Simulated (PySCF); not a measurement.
**Computed structure and properties of [Bi(SH)4]+**

System: [Bi(SH)4]+ (singlet); start: template (C1). Method: PySCF 2.14.0, RKS B3LYP, Bi def2-SVP with ECP60, S def2-SVP, H def2-SVP; non-relativistic Hamiltonian with scalar-relativistic core potentials where named; density fitting; no spin-orbit coupling.

Input of the relaxation:

```python
mol = gto.M(atom='''
Bi    -0.00898    -0.24778    -0.00000
S     -0.00898    -0.24778     2.56500
H     -0.00898     1.05222     2.89500
S     -0.00898    -0.24778    -2.56500
H     -0.00898    -1.54778    -2.89500
S      2.24202     0.98192    -0.00000
H      3.15492    -0.00068    -0.00000
S     -2.20688     1.07452    -0.00000
H     -1.81948     2.35852    -0.00000''',
    basis={'Bi': 'def2-SVP', 'S': 'def2-SVP', 'H': 'def2-SVP'},
    ecp={'Bi': 'def2-SVP'},
    charge=1, spin=0)
mf = dft.RKS(mol, xc='B3LYP')
mf.grids.atom_grid = (50, 194)
mf = mf.density_fit()  # fitting sets: Bi def2-universal-JKFIT, S def2-universal-JKFIT, H def2-universal-JKFIT
mf.conv_tol = 1e-08; mf.max_cycle = 55
mf.kernel(dm0)  # dm0: converged density of the start geometry
# quasi-Newton relaxation in Cartesian coordinates to a largest gradient under 0.00045 Eh/bohr, steps kept in the point group
```

Run from Python with OMP_NUM_THREADS=2; the lines above give its settings. Where DIIS fails, smearing, a level shift and second-order steps follow.
It took 3 min on 2 threads of Intel(R) Xeon(R) 6975P-C (Granite Rapids) (shared host), from the converged density of the start.

Course of the relaxation:

| step | energy above end (eV) | largest force component within the symmetry (eV/Å) |
| --- | --- | --- |
| 0 | 2.3071 | 1.901 |
| 1 | 1.7228 | 1.107 |
| 2 | 1.2855 | 0.769 |
| 3 | 1.0354 | 0.920 |
| 4 | 0.7788 | 0.921 |
| 5 | 0.5380 | 0.529 |
| 6 | 0.3720 | 0.870 |
| 7 | 0.2507 | 0.753 |
| 40 | 0.0005 | 0.018 |
| 41 | 0.0004 | 0.016 |
| 42 | 0.0003 | 0.024 |
| 43 | 0.0002 | 0.026 |
| 44 | 0.0001 | 0.027 |
| 45 | 0.0000 | 0.020 |
(The steps between are left out.)

Relaxed geometry (C1):

```xyz
9

Bi    0.1507    0.3588   -0.0092
S     0.0306   -1.3355    1.8577
H    -0.5056   -0.4430    2.7306
S     0.2906   -0.9645   -2.1537
H    -0.5400   -1.9358   -1.6875
S     2.1511    1.8951    0.0171
H     2.9809    0.9420   -0.4837
S    -1.8722    1.8421    0.2637
H    -1.3604    2.8161   -0.5352
```

```tsv
contact	Å
Bi1–S2 (SH)	2.524
Bi1–S4 (SH)	2.524
Bi1–S6 (SH)	2.522
Bi1–S8 (SH)	2.523
```

On the finer grid (75, 302):

The HOMO is -12.07 eV and the LUMO is -9.29 eV. The dipole about the centre of mass is 0.04 D. The set of Mulliken populations of Bi1 outside the core potential is s 3.68, p 8.34, d 10.29 and the D3(BJ) dispersion energy (not in the energies) is -0.710 eV.

| atom | Mulliken (e) | Löwdin (e) | spin (e) |
| --- | --- | --- | --- |
| Bi1 | 0.69 | 0.42 | 0.00 |
| S2 | -0.06 | 0.12 | 0.00 |
| H3 | 0.13 | 0.02 | 0.00 |
| S4 | -0.06 | 0.13 | 0.00 |
| H5 | 0.13 | 0.02 | 0.00 |
| S6 | -0.06 | 0.13 | 0.00 |
| H7 | 0.13 | 0.02 | 0.00 |
| S8 | -0.06 | 0.12 | 0.00 |
| H9 | 0.13 | 0.02 | 0.00 |

On the grid (50, 194), as all that follows. Harmonic modes: a minimum within the noise of the softest modes; lowest 56 cm⁻¹ (negative: unstable), highest 2647 cm⁻¹, zero-point energy 0.968 eV.

Taking off one SH (charge -1, singlet; the rest: singlet) in vacuum, both parts rigid, costs 14.54 eV; the small basis without counterpoise inflates it. Most of it is the attraction of opposite charges; other ways to part are cheaper, and one spin state was tried for the rest.

Rigid scan of SH along the line from its metal:

```
distance to S2 (Å)  energy (eV)
              2.22        0.698
              2.32        0.267
              2.42        0.058
              2.52        0.000
              2.62        0.044
              2.72        0.151
              2.92        0.466
              3.22        0.986
              3.62        1.562
              4.12        2.034
```

One start shape was tried, so this needn't be the lowest isomer.
